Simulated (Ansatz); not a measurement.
A geometry relaxed with B3LYP-D3(BJ)/def2-TZVP in Ansatz (a program for electronic structure), charge 0, multiplicity 1:

```xyz
11

H     -1.7455     1.2045     0.5680
H     -0.7523     1.6728    -0.8257
H     -1.8667    -1.1720     0.8648
C     -0.7336     1.2129     0.1647
C      1.1510    -0.3016    -0.4261
H     -0.1063     1.8429     0.7990
C      2.2695    -0.3484    -0.8658
C     -0.8614    -1.2643     0.4749
H     -0.4366    -2.2562     0.4099
H      3.2570    -0.4061    -1.2524
C     -0.1750    -0.1845     0.0888
```

Task: Write the SMILES of this molecule.

Result: `C#CC(=C)C`
